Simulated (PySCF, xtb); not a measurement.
YI2, SMILES [I][Y][I] (connectivity only; charge and spin as stated), neutral, multiplicity 2.

Harmonic wavenumbers (cm⁻¹) from GFN2-xTB (xtb) at its own minimum, in rising order: 45, 200, 246.

What does r2SCAN-D4/def2-SVP (PySCF) give at its own minimum? (An estimate is asked for; the answer gives what the named calculation found.)

31, 181, 238. Paired by order, the mean absolute difference is 14 cm⁻¹ and the zero-point energies are 0.7 and 0.6 kcal/mol.
